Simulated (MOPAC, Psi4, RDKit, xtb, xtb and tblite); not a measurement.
Two geometries of SMILES CS[SiH2][SiH2][SeH] (CH₈SSeSi₂), relaxed at GFN2-xTB with one dihedral held; other torsions can differ between them too.

Structure A

```
13

C      2.9010    -0.3767    -0.2242
S      1.3568    -0.6753    -1.1321
Si    -0.0476     0.2145     0.2247
Si    -2.1127     0.0699    -0.8111
Se    -3.5699    -1.1586     0.4723
H      2.8592    -0.8730     0.7402
H      3.0465     0.6914    -0.0970
H      3.7037    -0.7936    -0.8230
H      0.4144     1.5846     0.4622
H      0.1036    -0.5014     1.4962
H     -2.8062     1.3547    -0.8608
H     -2.1342    -0.5339    -2.1429
H     -2.7526    -2.3319     0.5755
```

Structure B

```
13

C      0.7833     2.8566    -4.8265
S      0.4701     1.5556    -3.6003
Si     2.2836     1.6892    -2.4674
Si     2.0567     0.0785    -0.8329
Se     4.0241     0.2726     0.3414
H      0.9097     3.8088    -4.3213
H      1.6706     2.6087    -5.4002
H     -0.0834     2.8927    -5.4779
H      3.3870     1.4953    -3.4146
H      2.3846     3.0749    -1.9965
H      1.9962    -1.3175    -1.2699
H      0.9923     0.2702     0.1539
H      3.7322    -0.7407     1.3050
```

**Question.** Which is lower in energy at the level DF-MP2 (frozen core)/cc-pVTZ // GFN2-xTB (Psi4 1.11), and by how much?

**Answer.** A is lower, by 0.59 kcal/mol (dihedral S2–Si3–Si4–Se5: 120° in A, 180° in B).

E(B) − E(A) in kcal/mol at the other levels, on the same two geometries: GFN2-xTB (xtb and tblite) -1.50; PBE0/def2-TZVP // GFN2-xTB (Psi4) 0.83; PBE0-D3(BJ)/def2-TZVP // GFN2-xTB (Psi4) 0.86; PBE/def2-TZVP // GFN2-xTB (Psi4) 0.98; PBE-D3(BJ)/def2-TZVP // GFN2-xTB (Psi4) 1.00; wB97X-D/def2-TZVP // GFN2-xTB (Psi4) 0.94; HF/cc-pVTZ // GFN2-xTB (Psi4) 0.95; UFF // GFN2-xTB (RDKit) -0.22; PM6, restricted, heats of formation // GFN2-xTB (MOPAC) -0.47; PM7, restricted, heats of formation // GFN2-xTB (MOPAC) -1.20; GFN1-xTB // GFN2-xTB (xtb) 0.28.
